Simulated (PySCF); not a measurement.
PySCF input (TPSSh/def2-TZVPD):

```python
from pyscf import gto, scf, dft

mol = gto.M(
    atom='''
    Si    1.09333811   -0.74691316   -0.21744771
    F     2.01731901    0.54347047    0.02960483
    N    -0.57277886   -0.49268670   -0.04741589
    Si   -1.83183247    0.64654072    0.22536149
    H     1.48805548   -1.75439817    0.78854207
    H     1.33179535   -1.18489426   -1.60812182
    H    -2.21834788    1.10642514   -1.13491663
    H    -1.42296715    1.81527857    1.04019544
    H    -2.98603397   -0.01962465    0.86897574
    ''',
    basis='def2-tzvpd',
    charge=0,
    spin=1,
    verbose=4,
)

mf = dft.UKS(mol, xc='tpssh').density_fit(auxbasis='def2-universal-jkfit')
mf.grids.level = 3
mf.conv_tol = 1e-9
mf.max_cycle = 100
mf.max_memory = 1500
mf.kernel()
if not mf.converged:
    mf = mf.newton()
    mf.kernel(mf.make_rdm1())
for _ in range(2):
    mo, _, stable, _ = mf.stability(return_status=True)
    if stable:
        break
    mf.kernel(mf.make_rdm1(mo, mf.mo_occ))
mf.analyze()
```

End of the output:

```
Extra cycle  E= -736.753843703545  delta_E= 1.22e-10  |g|= 3.55e-05  |ddm|= 3.6e-05
converged SCF energy = -736.753843703545  <S^2> = 0.75500174  2S+1 = 2.0049955
uhf_internal: lowest eigs of H = [0.04573155 0.25799629 0.28600354]
<class 'pyscf.df.df_jk.DFUKS'> wavefunction is stable in the internal stability analysis
**** SCF Summaries ****
Total Energy =                        -736.753843703544817
Nuclear Repulsion Energy =             213.215992004229093
One-electron Energy =                -1444.073899559400616
Two-electron Energy =                  494.104063851626790
Two-electron Coulomb Energy =          555.334126808462656
DFT Exchange-Correlation Energy =      -61.230062956835852
HOMO-LUMO gap [eV] =                     2.516870759860669
**** MO energy ****
                             alpha | beta                alpha | beta
MO #1   energy= -66.0235735495387  | -66.0238512893427  occ= 1 | 1
MO #2   energy= -66.0001789833626  | -66.0004491224014  occ= 1 | 1
MO #3   energy= -24.5921829839632  | -24.5923473897286  occ= 1 | 1
MO #4   energy= -14.2757766713988  | -14.2584894017981  occ= 1 | 1
MO #5   energy= -5.25085835750671  | -5.25108257001817  occ= 1 | 1
MO #6   energy= -5.23134255244163  | -5.23156373028988  occ= 1 | 1
MO #7   energy= -3.59968106332249  | -3.59995183238783  occ= 1 | 1
MO #8   energy= -3.59784586115096  | -3.59812885275235  occ= 1 | 1
MO #9   energy= -3.59655277189593  | -3.59687494969289  occ= 1 | 1
MO #10  energy= -3.57933861017806  | -3.57965328101393  occ= 1 | 1
MO #11  energy= -3.5777697218227   | -3.57811209948574  occ= 1 | 1
MO #12  energy= -3.57734967285781  | -3.57758301550682  occ= 1 | 1
MO #13  energy= -1.16126977263271  | -1.16156659164368  occ= 1 | 1
MO #14  energy= -0.82353554717703  | -0.77775852520373  occ= 1 | 1
MO #15  energy= -0.561574388186737 | -0.557381105223441 occ= 1 | 1
MO #16  energy= -0.505172767926872 | -0.49986982236093  occ= 1 | 1
MO #17  energy= -0.439184732984587 | -0.435783952222459 occ= 1 | 1
MO #18  energy= -0.432541636500537 | -0.427644468176455 occ= 1 | 1
MO #19  energy= -0.423755217585124 | -0.420414470598238 occ= 1 | 1
MO #20  energy= -0.387227884843673 | -0.364991112538343 occ= 1 | 1
MO #21  energy= -0.371106134420284 | -0.358408816817074 occ= 1 | 1
MO #22  energy= -0.35883891038476  | -0.352560266423621 occ= 1 | 1
MO #23  energy= -0.347370890961068 | -0.337963444577467 occ= 1 | 1
MO #24  energy= -0.296651298968947 | -0.271629551278437 occ= 1 | 1
MO #25  energy= -0.285275753964854 | -0.179136256081684 occ= 1 | 0
MO #26  energy= -0.0139000468995584 | -0.0108871503535268 occ= 0 | 0
MO #27  energy= -0.00165123658843258 | 0.000451778310634896 occ= 0 | 0
MO #28  energy= 0.015309315560318  | 0.0167096492674652 occ= 0 | 0
MO #29  energy= 0.0256321735807327 | 0.0270748372632041 occ= 0 | 0
MO #30  energy= 0.0300093507796967 | 0.0327928095578048 occ= 0 | 0
MO #31  energy= 0.0338096340438599 | 0.0360085983007621 occ= 0 | 0
MO #32  energy= 0.036603982068829  | 0.0386931412582124 occ= 0 | 0
MO #33  energy= 0.0682393169040805 | 0.0713740077064134 occ= 0 | 0
MO #34  energy= 0.0705569831395495 | 0.0730280862232738 occ= 0 | 0
MO #35  energy= 0.0741741706485399 | 0.0756080175657151 occ= 0 | 0
MO #36  energy= 0.0840704591217506 | 0.0851040645329469 occ= 0 | 0
MO #37  energy= 0.0900519570221719 | 0.0935654082391856 occ= 0 | 0
MO #38  energy= 0.097198626282175  | 0.102646590441766  occ= 0 | 0
MO #39  energy= 0.109499080112112  | 0.116506395153858  occ= 0 | 0
MO #40  energy= 0.122103929311238  | 0.124284190893735  occ= 0 | 0
MO #41  energy= 0.126693611739412  | 0.129180925982383  occ= 0 | 0
MO #42  energy= 0.138817364457756  | 0.140616763749439  occ= 0 | 0
MO #43  energy= 0.139463193072547  | 0.143348586454582  occ= 0 | 0
MO #44  energy= 0.156800000801984  | 0.157987475314017  occ= 0 | 0
MO #45  energy= 0.160871819389213  | 0.163512087320557  occ= 0 | 0
MO #46  energy= 0.168307121065168  | 0.169927033954446  occ= 0 | 0
MO #47  energy= 0.174090894381419  | 0.176037736278717  occ= 0 | 0
MO #48  energy= 0.185976492733333  | 0.187771514068852  occ= 0 | 0
MO #49  energy= 0.188917823761905  | 0.191676901369693  occ= 0 | 0
MO #50  energy= 0.195458657718802  | 0.197364269969437  occ= 0 | 0
MO #51  energy= 0.203496603067868  | 0.205301464014695  occ= 0 | 0
MO #52  energy= 0.223435725711646  | 0.225289764463052  occ= 0 | 0
MO #53  energy= 0.229132620141587  | 0.231076836830826  occ= 0 | 0
MO #54  energy= 0.233841789192799  | 0.238481214282252  occ= 0 | 0
MO #55  energy= 0.249741874863652  | 0.252457305061283  occ= 0 | 0
MO #56  energy= 0.258268502845459  | 0.260352290857801  occ= 0 | 0
MO #57  energy= 0.262732139203099  | 0.265879484129616  occ= 0 | 0
MO #58  energy= 0.271322888375651  | 0.276010274952105  occ= 0 | 0
MO #59  energy= 0.275623238187456  | 0.278564746440346  occ= 0 | 0
MO #60  energy= 0.292633859130773  | 0.294994526092262  occ= 0 | 0
MO #61  energy= 0.300545064254292  | 0.30326131352915   occ= 0 | 0
MO #62  energy= 0.30371651378546   | 0.309548150249687  occ= 0 | 0
MO #63  energy= 0.318890972809887  | 0.323548231275545  occ= 0 | 0
MO #64  energy= 0.32608436112622   | 0.327431291230091  occ= 0 | 0
MO #65  energy= 0.335151891022546  | 0.337919076262863  occ= 0 | 0
MO #66  energy= 0.34591872831618   | 0.347818565414295  occ= 0 | 0
MO #67  energy= 0.351519806321146  | 0.353685867556223  occ= 0 | 0
MO #68  energy= 0.372634169479083  | 0.374293413225205  occ= 0 | 0
MO #69  energy= 0.382029213056547  | 0.384493404417596  occ= 0 | 0
MO #70  energy= 0.39324699188433   | 0.39472910628943   occ= 0 | 0
MO #71  energy= 0.400587098608089  | 0.404834429802065  occ= 0 | 0
MO #72  energy= 0.42134176676052   | 0.423828978896152  occ= 0 | 0
MO #73  energy= 0.431541144305678  | 0.434281900103885  occ= 0 | 0
MO #74  energy= 0.434340698081075  | 0.437414646169806  occ= 0 | 0
MO #75  energy= 0.441914072820764  | 0.447962943155546  occ= 0 | 0
MO #76  energy= 0.456145390334067  | 0.462591558658514  occ= 0 | 0
MO #77  energy= 0.465446731209461  | 0.46872375933792   occ= 0 | 0
MO #78  energy= 0.474645886760158  | 0.479145135020008  occ= 0 | 0
MO #79  energy= 0.48168166012987   | 0.488713572372345  occ= 0 | 0
MO #80  energy= 0.487535225443697  | 0.489429954019729  occ= 0 | 0
MO #81  energy= 0.492620275941748  | 0.498728417258154  occ= 0 | 0
MO #82  energy= 0.509335925368417  | 0.514035407294336  occ= 0 | 0
MO #83  energy= 0.548916452214135  | 0.553137807082412  occ= 0 | 0
MO #84  energy= 0.561805097215755  | 0.565846117146417  occ= 0 | 0
MO #85  energy= 0.577607743813183  | 0.581902660056575  occ= 0 | 0
MO #86  energy= 0.619255175242877  | 0.625312956333345  occ= 0 | 0
MO #87  energy= 0.632918512674069  | 0.634138750889442  occ= 0 | 0
MO #88  energy= 0.63735009178862   | 0.64075623394812   occ= 0 | 0
MO #89  energy= 0.647329379869081  | 0.651391919195896  occ= 0 | 0
MO #90  energy= 0.652402560981483  | 0.657732285078771  occ= 0 | 0
MO #91  energy= 0.653421194611692  | 0.668251860342475  occ= 0 | 0
MO #92  energy= 0.664597855277648  | 0.674877726865166  occ= 0 | 0
MO #93  energy= 0.691216293300243  | 0.70064329671467   occ= 0 | 0
MO #94  energy= 0.702006503784141  | 0.707710413979415  occ= 0 | 0
MO #95  energy= 0.729405560073926  | 0.733941887797098  occ= 0 | 0
MO #96  energy= 0.762719144695177  | 0.765888866504042  occ= 0 | 0
MO #97  energy= 0.767030760099919  | 0.770544391650569  occ= 0 | 0
MO #98  energy= 0.78217887911478   | 0.786643686106095  occ= 0 | 0
MO #99  energy= 0.810351405108993  | 0.816577215653047  occ= 0 | 0
MO #100 energy= 0.842711343821062  | 0.848039911125606  occ= 0 | 0
MO #101 energy= 0.902334415361162  | 0.907723805324925  occ= 0 | 0
MO #102 energy= 0.927289413705532  | 0.929788852892481  occ= 0 | 0
MO #103 energy= 0.936994362397297  | 0.940340764614303  occ= 0 | 0
MO #104 energy= 0.950811545801236  | 0.957227461486812  occ= 0 | 0
[...]
```

It need not be the lowest isomer of its formula.
